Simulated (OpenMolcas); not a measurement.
**Ne2+: effect of the IPEA shift**

```
Program             : OpenMolcas
Basis               : ANO-R2 [4s4p2d1f]
Scalar Hamiltonian  : X2C, finite nucleus
Active space        : 6 electrons in 9 orbitals (RAS2 2s 2p; RAS3 3d, at most 2 electrons)
State averaging     : 2S+1 = 3 even, 3 roots; 2S+1 = 1 even, 6 roots; 2S+1 = 3 odd, 3 roots; 2S+1 = 1 odd, 3 roots
Spin-orbit coupling : state interaction with AMFI integrals over the reference wave functions, term energies averaged over their components
```

Methods on the same reference wave functions:
A. RASSCF
B. SS-RASPT2, IPEA 0 Eh, imaginary shift 0.1 Eh (closed shells correlated: 1s)
C. SS-RASPT2, IPEA 0.25 Eh, imaginary shift 0.1 Eh (closed shells correlated: 1s)

Energies in cm⁻¹ above 2s² 2p⁴ ³P₂, the measured ground level; measured values from Moore, Atomic Energy Levels, vol. I, NSRDS-NBS 35 (1971 reprint of NBS Circular 467, 1949).

```json
{"Level": "2s² 2p⁴ ³P₂", "A": "0.0", "B": "0.0", "C": "0.0", "Measured": "0.0"}
{"Level": "2s² 2p⁴ ³P₁", "A": "596", "B": "596", "C": "596", "Measured": "650"}
{"Level": "2s² 2p⁴ ³P₀", "A": "879", "B": "879", "C": "879", "Measured": "927"}
{"Level": "2s² 2p⁴ ¹D₂", "A": "27193", "B": "26195", "C": "26198", "Measured": "25841"}
{"Level": "2s² 2p⁴ ¹S₀", "A": "57813", "B": "56105", "C": "56157", "Measured": "55747"}
{"Level": "2s 2p⁵ ³P°₂", "A": "207385", "B": "204597", "C": "204637", "Measured": ""}
{"Level": "2s 2p⁵ ³P°₁", "A": "207960", "B": "205172", "C": "205211", "Measured": "204879"}
{"Level": "2s 2p⁵ ³P°₀", "A": "208250", "B": "205462", "C": "205501", "Measured": "205204"}
{"Level": "2s 2p⁵ ¹P°₁", "A": "298137", "B": "291789", "C": "291864", "Measured": ""}
```

Deviations, from unrounded energies. A percentage is the sum of absolute deviations over the sum of measured energies, with the sign that they share, or ± where signs differ.

```csv
Against measurement,Levels,A,B,C
mean absolute deviation (cm-1),6,1600,230,250
fine structure of the ground term (%),2,-6.5,-6.5,-6.5
other terms of the ground configuration (%),2,+4.2,+0.9,+0.9
other configurations (%),2,+1.5,+0.1,+0.2
```

B lies closest to measurement on these levels and A furthest from it. The largest miss of B in the table is 2s² 2p⁴ ¹S₀, by +360 cm-1. The ranking rests on the paired levels alone, and a cruder setting can come out closer through cancelling errors.

Between B and C the level of the table that moves most is 2s 2p⁵ ¹P°₁, by 75 cm-1 (lowest in B, highest in C).

From A to B the spin-free energies of the other terms of 2s² 2p⁴ shown, above ³P, scale by factors of 0.96 to 0.97.

The lowest spin-free term lies below A's lowest term by 0.100 hartree in B, 0.099 hartree in C.

Active for correlation alone: 3d; no level in the range computed is led by a configuration that fills it, so any true level of that kind is missing. Measured partners are found by configuration, term and J. A level has none where our copy of the source lacks it or the pairing is in doubt (some pairs that miss far off the trend of their configuration count as doubtful), and it then counts in no deviation. Levels of configurations outside the active space are missing.

° marks odd parity.
